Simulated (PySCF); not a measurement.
A PySCF script (with the pyscf-properties extension) for the NMR shieldings of SMILES [BH2-]1[N+](C)(C)CCC1, C5H14BN, on a GFN2-xTB geometry:

```python
import basis_set_exchange as bse
import numpy as np
from pyscf import gto, dft
from pyscf.prop import nmr

atoms = """
C     1.567986   -0.310390    1.205058
N     0.601923   -0.066676    0.140619
C     1.328367    0.154659   -1.106434
B    -0.486623   -1.328808   -0.026827
C    -1.888696   -0.512559   -0.250676
C    -1.499804    0.961482   -0.393682
C    -0.240591    1.098160    0.449449
H     2.146685   -1.201036    0.968632
H     2.247112    0.539980    1.322545
H     1.045246   -0.483388    2.142708
H     1.987343    1.025514   -1.025353
H     0.625975    0.309628   -1.919683
H     1.926279   -0.724100   -1.337176
H    -0.125382   -1.977483   -0.956942
H    -0.453749   -1.942218    0.994343
H    -2.550997   -0.619333    0.610031
H    -2.460446   -0.838499   -1.119285
H    -2.274785    1.646341   -0.043658
H    -1.290194    1.209797   -1.435986
H     0.304088    2.034239    0.278269
H    -0.518656    1.041631    1.503576
"""
names = dict.fromkeys(["C", "N", "B", "H"], "pcSseg-1")
basis = {el: gto.basis.parse(bse.get_basis(n, elements=[el], fmt="nwchem")) for el, n in names.items()}
mol = gto.M(atom=atoms, basis=basis, charge=0, verbose=0)
mf = dft.RKS(mol, xc="PBE0")
mf.grids.level = 2
mf.grids.alignment = dft.numint.BLKSIZE   # the property module wants whole blocks of grid points
mf.conv_tol = 1e-9
mf.kernel()

calc = nmr.RKS(mf)   # GIAO
C = mf.mo_coeff
Co = C[:, mf.mo_occ > 0]
resp = mf.gen_response(singlet=True, hermi=2)
def vind(x):   # induced exchange potential for any number of trial vectors
    d = np.einsum("pi,xij,qj->xpq", C, 2 * x.reshape(-1, C.shape[1], Co.shape[1]), Co, optimize=True)
    return np.einsum("xpq,pi,qj->xij", resp(d - d.transpose(0, 2, 1)), C, Co, optimize=True).ravel()
mo1, _ = nmr.rhf.solve_mo1(calc, with_cphf=vind)
sigma = calc.kernel(mo1)
for i, s in enumerate(sigma):   # ppm
    print("%2d %-2s %9.2f" % (i, mol.atom_pure_symbol(i), np.trace(s) / 3))
```

Problem. What are the results?

Solution. 
```
 0 C     132.41
 1 N     203.38
 2 C     135.20
 3 B     108.00
 4 C     171.92
 5 C     156.57
 6 C     119.54
 7 H      28.77
 8 H      29.39
 9 H      29.04
10 H      29.94
11 H      28.73
12 H      29.13
13 H      29.30
14 H      29.32
15 H      30.60
16 H      30.74
17 H      29.72
18 H      29.83
19 H      29.24
20 H      29.05
```

These numbers come from an equivalent density-fitted implementation of the same equations, which agrees with the script to about 0.01 ppm for H and up to a few tenths of a ppm for heavy atoms, so last digits may differ.

Size and cost of the density-fitted run: 189 basis functions, 29 s wall time on 1 thread of an Arm Neoverse V1, shared host; peak memory 0.85 GiB.
